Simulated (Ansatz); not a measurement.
`B[BH][GeH3]` + H₂ → `BB` + GeH₄ at 298.15 K and 1 bar (hydrogenolysis of a B–Ge bond).

Calculated with Ansatz (gas phase, PBE0-D4/def2-TZVP geometries, no zero-point term in ΔE). CCSD(T)/CBS adds triple-zeta CCSD(T) − MP2 to the extrapolated MP2 energy (def2 sets, frozen cores). This one scheme is used for every species. For Ge outer-core shells are correlated without core-valence functions, which leaves a few kJ/mol of doubt a bond. Scalar relativity is left out up to krypton.

```csv
species,CCSD(T)/CBS energy (Eh),H − E (kJ/mol),S (J/(mol·K))
`B[BH][GeH3]`,-2129.23902,161.3,326.2
H₂,-1.17544,35.1,130.4
`BB`,-51.92346,113.4,231.9
GeH₄,-2078.49493,88.5,217.3
```

H − E and S are ideal-gas, rigid-rotor, harmonic terms from PBE0-D4/def2-TZVP. The MP2-based limit puts H₂ 0.8 mEh under its directly extrapolated value; such offsets cancel only in part. 1 Eh = 2625.50 kJ/mol, R = 8.31446 J/(mol·K).

Question: By hand: ΔE, ΔH, ΔS and ΔG.

Answer: ΔE = (-51.92346) + (-2078.49493) − (-2129.23902) − (-1.17544) = -0.00393 Eh = -10.3 kJ/mol. Δ(H − E) = 113.4 + 88.5 − 161.3 − 35.1 = 5.5, so ΔH = -4.8 kJ/mol. ΔS = 231.9 + 217.3 − 326.2 − 130.4 = -7.4 J/(mol·K). ΔG = -4.8 − 298.15 × (-7.4)/1000 = -2.6 kJ/mol.

Question: By hand: the equilibrium constant, and the temperature at which ΔG would vanish if ΔH and ΔS stayed fixed.

Answer: log₁₀ K = −ΔG/(RT ln 10) = 0.5. ΔG = 0 at ΔH/ΔS = 649 K, though so small a ΔH makes that figure unsure.

TΔS isn't small against ΔH here. The sign of ΔG lies within the doubt. A doubt of 5 kJ/mol in ΔE shifts log₁₀ K by 0.9 here. These are equilibria of isolated gas molecules and say nothing of rates. Largest T1 diagnostic: 0.013 (customary marks: 0.02 for closed shells, 0.045 for open ones).
